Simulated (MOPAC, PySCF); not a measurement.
C₃H₇ClSi, SMILES `C/C=C(\[SiH3])Cl`, neutral singlet in the gas phase. 

Cartesian coordinates (Å):
```xyz
12

C     -1.5111    -0.6865    -0.2124
C     -0.9567     0.6927    -0.0836
C      0.3255     0.9802     0.0834
Si     1.7314    -0.2565     0.1963
Cl     0.7964     2.6660     0.2160
H     -0.7444    -1.4579    -0.1552
H     -2.2415    -0.8792     0.5760
H     -2.0325    -0.8006    -1.1651
H     -1.6736     1.5067    -0.1329
H      2.9972     0.4736     0.3812
H      1.5120    -1.1729     1.3364
H      1.7973    -1.0656    -1.0402
```
Charge 0, spin multiplicity 1.

All levels are single points at this geometry (CAM-B3LYP-D3(BJ)/def2-TZVP); Pople sets use spherical d functions. Orbital energies aren't observables, and empty levels follow the basis.

```tsv
level	HOMO (eV)	LUMO (eV)	gap (eV)	dipole (D)	vertical IE, Delta-SCF (eV)
CAM-B3LYP-D3(BJ)/def2-TZVP in PySCF	-8.50	0.54	9.04	2.07	9.29
B3LYP/6-31G* in PySCF	-6.79	-0.39	6.39	2.14	9.07
PBE/6-31G* in PySCF	-5.86	-1.17	4.70	2.10	8.89
HF/6-31G* in PySCF	-9.67	3.49	13.15	2.40	8.40
AM1 in MOPAC	-9.90	0.56	10.46	1.83	–
PM7 in MOPAC	-9.94	0.43	10.37	2.67	–
```
